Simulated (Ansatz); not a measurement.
**Nudged elastic band run: CH5Cl2InO**

The input (input.yaml):

```yaml
crystal:
  periodic: [false, false, false]
  atoms:
    - { symbol: In, position_ang: [-0.544999, -0.398363, -0.534276] }
    - { symbol: C, position_ang: [0.641951, -1.258764, 1.021964] }
    - { symbol: Cl, position_ang: [-0.499749, -1.101054, -2.778794] }
    - { symbol: Cl, position_ang: [-2.580292, 0.769143, -0.045809] }
    - { symbol: H, position_ang: [0.874432, 2.193135, -0.181822] }
    - { symbol: O, position_ang: [0.212917, 1.799588, -0.767693] }
    - { symbol: H, position_ang: [1.68783, -1.335616, 0.695929] }
    - { symbol: H, position_ang: [0.578428, -0.647339, 1.9317] }
    - { symbol: H, position_ang: [0.264998, -2.266337, 1.243152] }
    - { symbol: H, position_ang: [-0.635515, 2.245606, -0.584351] }
basis:
  gaussian: { orbitals: def2-SVP }
hamiltonian:
  xc: cam_b3lyp
neb:
  order_check: false
  images: 7
  f_tol: 0.5
  max_iterations: 60
  final_atoms:
    - { symbol: In, position_ang: [-0.90632196, 0.26719028, -1.17733297] }
    - { symbol: C, position_ang: [0.86338918, -0.68980305, 1.07823172] }
    - { symbol: Cl, position_ang: [-0.11552106, -1.33221517, -2.66114601] }
    - { symbol: Cl, position_ang: [-2.89917423, -0.12830376, -0.03157919] }
    - { symbol: H, position_ang: [1.04104393, 0.3572261, 0.78793133] }
    - { symbol: O, position_ang: [0.01321685, 2.01239625, -1.06499812] }
    - { symbol: H, position_ang: [1.08226683, -1.36622261, 0.23924538] }
    - { symbol: H, position_ang: [1.54420499, -0.93253656, 1.90521368] }
    - { symbol: H, position_ang: [-0.17029472, -0.83249152, 1.42607502] }
    - { symbol: H, position_ang: [-0.45280881, 2.64475904, -0.50164083] }
  initial_path:
    images:
      - { positions_ang: [[-0.544999, -0.398363, -0.534276], [0.641951, -1.258764, 1.021964], [-0.499749, -1.101054, -2.778794], [-2.580292, 0.769143, -0.045809], [0.874432, 2.193135, -0.181822], [0.212917, 1.799588, -0.767693], [1.68783, -1.335616, 0.695929], [0.578428, -0.647339, 1.9317], [0.264998, -2.266337, 1.243152], [-0.635515, 2.245606, -0.584351]] }
      - { positions_ang: [[-0.64066909, -0.37069358, -0.64718156], [0.66980706, -1.10642094, 0.98669993], [-0.47322797, -1.17435679, -2.82046995], [-2.72349395, 0.62235387, -0.17228624], [0.79330248, 1.80519915, -0.0414095], [0.23597541, 1.77287684, -0.65182137], [1.5861314, -1.3558514, 0.60033808], [0.80836846, -0.52065598, 1.82270917], [0.20771233, -1.97931844, 1.32136519], [-0.46390514, 2.30686627, -0.39794375]] }
      - { positions_ang: [[-0.73633918, -0.34302417, -0.76008712], [0.69766312, -0.95407788, 0.95143586], [-0.44670693, -1.24765957, -2.86214589], [-2.86669589, 0.47556475, -0.29876348], [0.71217297, 1.41726329, 0.099003], [0.25903381, 1.74616569, -0.53594974], [1.4844328, -1.37608679, 0.50474716], [1.03830893, -0.39397297, 1.71371833], [0.15042666, -1.69229989, 1.39957839], [-0.29229528, 2.36812654, -0.2115365]] }
      - { positions_ang: [[-0.83200926, -0.31535475, -0.87299268], [0.72551918, -0.80173482, 0.91617178], [-0.4201859, -1.32096236, -2.90382184], [-3.00989784, 0.32877562, -0.42524073], [0.63104345, 1.02932744, 0.2394155], [0.28209222, 1.71945453, -0.42007812], [1.3827342, -1.39632219, 0.40915625], [1.26824939, -0.26728995, 1.6047275], [0.09314099, -1.40528133, 1.47779158], [-0.12068542, 2.42938681, -0.02512925]] }
      - { positions_ang: [[-0.92767935, -0.28768534, -0.98589823], [0.75337524, -0.64939176, 0.88090771], [-0.39366487, -1.39426514, -2.94549779], [-3.15309979, 0.1819865, -0.55171797], [0.54991393, 0.64139159, 0.37982799], [0.30515062, 1.69274337, -0.30420649], [1.28103561, -1.41655759, 0.31356533], [1.49818986, -0.14060694, 1.49573667], [0.03585531, -1.11826277, 1.55600477], [0.05092444, 2.49064708, 0.161278]] }
      - { positions_ang: [[-0.92234, -0.14896643, -1.03375692], [0.78087873, -0.65949458, 0.93023871], [-0.32412891, -1.37875265, -2.87440984], [-3.0896184, 0.10441393, -0.42168327], [0.67269643, 0.57035021, 0.48185383], [0.23216718, 1.77265659, -0.4944044], [1.23134341, -1.40397384, 0.29498534], [1.50969364, -0.33858934, 1.59810592], [-0.01568219, -1.04681996, 1.52352234], [-0.07500887, 2.52917507, -0.00445171]] }
      - { positions_ang: [[-0.91700066, -0.01024753, -1.0816156], [0.80838221, -0.6695974, 0.97956971], [-0.25459296, -1.36324016, -2.8033219], [-3.02613701, 0.02684137, -0.29164858], [0.79547893, 0.49930884, 0.58387966], [0.15918374, 1.85256981, -0.6846023], [1.18165122, -1.3913901, 0.27640535], [1.52119742, -0.53657175, 1.70047518], [-0.0672197, -0.97537715, 1.4910399], [-0.20094218, 2.56770306, -0.17018142]] }
      - { positions_ang: [[-0.91166131, 0.12847138, -1.12947428], [0.8358857, -0.67970022, 1.02890072], [-0.18505701, -1.34772766, -2.73223396], [-2.96265562, -0.0507312, -0.16161389], [0.91826143, 0.42826747, 0.68590549], [0.08620029, 1.93248303, -0.87480021], [1.13195902, -1.37880636, 0.25782537], [1.5327012, -0.73455415, 1.80284443], [-0.11875721, -0.90393433, 1.45855746], [-0.32687549, 2.60623105, -0.33591112]] }
      - { positions_ang: [[-0.90632196, 0.26719028, -1.17733297], [0.86338918, -0.68980305, 1.07823172], [-0.11552106, -1.33221517, -2.66114601], [-2.89917423, -0.12830376, -0.03157919], [1.04104393, 0.3572261, 0.78793133], [0.01321685, 2.01239625, -1.06499812], [1.08226683, -1.36622261, 0.23924538], [1.54420499, -0.93253656, 1.90521368], [-0.17029472, -0.83249152, 1.42607502], [-0.45280881, 2.64475904, -0.50164083]] }
```

Launched with:

```bash
$ ansatz run input.yaml --threads 4 --pin off --max-ram 5120MiB --backend cpu --events-out ev --progress --plain --runs-dir out
```

Output, in part (warnings, iteration lines, the closing report on the highest movable image, with atoms numbered from 0):

```
NEB end point (image 0): max|allowed force component| = 1.338e-2 eV/Å (the criterion of neb.relax_end_points is 1.000e-1)
NEB end point (image 8): max|allowed force component| = 2.159e-2 eV/Å (the criterion of neb.relax_end_points is 1.000e-1)
NEB iter   1: max|band force component| = 9.223e0 eV/Å  barrier→ = 2.1509 eV  barrier← = 1.7497 eV  Δτ_max = 0.2000 Å  (254 SCF iters)
NEB iter   2: max|band force component| = 2.400e0 eV/Å  barrier→ = 1.6424 eV  barrier← = 1.2413 eV  Δτ_max = 0.1951 Å  (228 SCF iters)
NEB iter   3: max|band force component| = 1.512e0 eV/Å  barrier→ = 1.5146 eV  barrier← = 1.1134 eV  Δτ_max = 0.2000 Å  (216 SCF iters)
NEB iter   4: max|band force component| = 3.884e0 eV/Å  barrier→ = 1.6460 eV  barrier← = 1.2448 eV  Δτ_max = 0.0817 Å  (219 SCF iters)
NEB iter   5: max|band force component| = 5.376e-1 eV/Å  barrier→ = 1.6331 eV  barrier← = 1.2319 eV  Δτ_max = 0.0709 Å  (219 SCF iters)
NEB iter   6: max|band force component| = 6.876e-1 eV/Å  barrier→ = 1.6604 eV  barrier← = 1.2592 eV  CI = image 5  Δτ_max = 0.0989 Å  (220 SCF iters)
NEB iter   7: max|band force component| = 5.327e-1 eV/Å  barrier→ = 1.6611 eV  barrier← = 1.2599 eV  CI = image 5  Δτ_max = 0.0906 Å  (219 SCF iters)
NEB iter   8: max|band force component| = 3.120e-1 eV/Å  barrier→ = 1.6342 eV  barrier← = 1.2330 eV  CI = image 5  Δτ_max = 0.0000 Å  (410 SCF iters)
Total energy: -33374.96197523 eV, -1226.5072302281 hartree
Atom 0 at    -0.843792    -0.137251    -0.882182 Å, force    -0.085359    -0.006606    -0.048980 eV/Å
Atom 1 at     0.670550    -0.665194     0.849414 Å, force     0.021032    -0.010724     0.003982 eV/Å
Atom 2 at    -0.285496    -1.182947    -2.891192 Å, force    -0.014939     0.007414     0.000747 eV/Å
Atom 3 at    -3.081766    -0.020852    -0.215512 Å, force     0.028737    -0.011427     0.000499 eV/Å
Atom 4 at     0.616947     0.639389     0.379484 Å, force    -0.138819     0.191069    -0.125636 eV/Å
Atom 5 at     0.287731     1.577489    -0.406019 Å, force     0.213668    -0.081082     0.016911 eV/Å
Atom 6 at     1.299320    -1.407142     0.341062 Å, force     0.025041    -0.045922    -0.001328 eV/Å
Atom 7 at     1.323582    -0.149094     1.573830 Å, force     0.063328    -0.024364     0.081951 eV/Å
Atom 8 at    -0.090482    -1.160451     1.468865 Å, force    -0.028699    -0.046554     0.044894 eV/Å
Atom 9 at     0.103409     2.506051    -0.217750 Å, force    -0.083989     0.028196     0.026961 eV/Å
Dipole moment:     0.399931     0.339352     0.557505 e Å
```

It converged. The threshold of 0.5 eV/Å is loose, so the images may lie well off the minimum-energy path. The order of the stationary point at the top wasn't checked. The orbitals stay closed-shell, which can raise the energy where a bond breaks towards radicals; this wasn't checked here.

Final band (atoms are numbered from 1 in the order of the input):

```tsv
image	path coordinate (Å)	energy (kcal/mol)	In1–C2 (Å)	H5–O6 (Å)	C2–H5 (Å)
0	0.00	0.0	2.14	0.97	3.66
1	0.72	0.1	2.14	0.97	3.57
2	1.43	1.2	2.14	0.97	3.17
3	2.14	4.2	2.15	0.97	2.67
4	2.85	12.5	2.19	0.98	2.06
5	3.56	37.7	2.36	1.27	1.39
6	4.24	17.7	2.75	1.82	1.12
7	4.91	9.9	3.07	2.36	1.10
8	5.59	9.3	3.02	2.69	1.10
```

Run time: 4.2 min on 4 threads of Arm Neoverse N1, with other jobs on the host, peak memory 0.37 GiB.
